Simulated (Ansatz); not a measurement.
`C[BH-](C)[S+](C)C`. Total charge 0; spin multiplicity 1. The structure was optimised at the PBE0-D4/def2-TZVP level. It is one conformer, not always the lowest.

```xyz
19

C    -1.042   -0.416   -1.324
B     0.114    0.629   -0.933
C     1.555    0.355   -1.597
S     0.453    0.587    1.033
C    -1.146    0.886    1.774
C     0.692   -1.134    1.465
H    -0.754   -1.465   -1.185
H    -2.002   -0.261   -0.820
H    -1.247   -0.303   -2.395
H    -0.232    1.799   -0.992
H     1.473    0.502   -2.679
H     1.913   -0.673   -1.459
H     2.344    1.030   -1.250
H    -1.444    1.891    1.475
H    -1.875    0.167    1.402
H    -1.069    0.832    2.859
H     1.616   -1.456    0.986
H    -0.139   -1.734    1.095
H     0.790   -1.235    2.546
```

(1) What is the dipole moment at PBE/def2-TZVPP? (An estimate is asked.)

(2) And with r2SCAN, B3LYP, ωB97M-V? (Best estimate.)

(3) Give the Mulliken charges with PBE, ωB97M-V, B3LYP in def2-TZVPP. (Best estimate.)

## Answers

(1) Ansatz gave: 4.15 D, with components (-0.66, -1.25, 3.91) D in this frame, pointing from negative to positive charge.

(2) Ansatz gave: r2SCAN 4.23 D, B3LYP 4.26 D, ωB97M-V 4.29 D.

(3) Computed: 
```tsv
atom	PBE	ωB97M-V	B3LYP
C1	-0.39	-0.45	-0.39
B2	0.01	-0.14	0.08
C3	-0.41	-0.45	-0.40
S4	0.12	0.19	0.11
C5	-0.26	-0.35	-0.28
C6	-0.27	-0.36	-0.29
H7	0.07	0.09	0.06
H8	0.07	0.10	0.07
H9	0.09	0.11	0.08
H10	-0.02	0.07	-0.03
H11	0.09	0.10	0.08
H12	0.07	0.09	0.06
H13	0.09	0.11	0.08
H14	0.13	0.16	0.14
H15	0.11	0.14	0.12
H16	0.12	0.15	0.13
H17	0.13	0.15	0.14
H18	0.12	0.14	0.12
H19	0.12	0.15	0.13
```

B3LYP here is the variant with VWN-RPA as its local correlation; programs differ in this.
